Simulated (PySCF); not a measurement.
**How methods differ on the excitation energy of Ce**

Ce [Xe] 4f1 5d1 6s2 (high-spin determinant) → Ce [Xe] 5d2 6s2 (3F), as a difference of total energies. All numbers are calculated (PySCF 2.14, the spin-free X2C one-electron Hamiltonian (Gaussian nucleus), in ANO-RCC-VTZP (8s7p5d3f2g1h, 104 functions)). Correlated levels: valence: [Kr] 4d10 frozen; valence and next inner shell: [Ar] 3d10 frozen. The calculations carry no spin-orbit coupling.

| method | excitation energy (cm⁻¹) |
| --- | --- |
| UHF | 23774 |
| LDA | 38845 |
| PBE | 38299 |
| PBE0 | 35223 |
| r2SCAN | 38074 |
| MP2 (valence) | 23840 |
| SCS-MP2 (valence) | 23612 |
| MP2 (valence and next inner shell) | 21349 |
| SCS-MP2 (valence and next inner shell) | 21606 |

A first-order spin-orbit estimate (lowest level to lowest level, LS coupling) adds 0.073 eV.

The determinant of the lower state mixes LS terms, which raises its energy above the lowest term, most at the Hartree-Fock and MP2 levels.
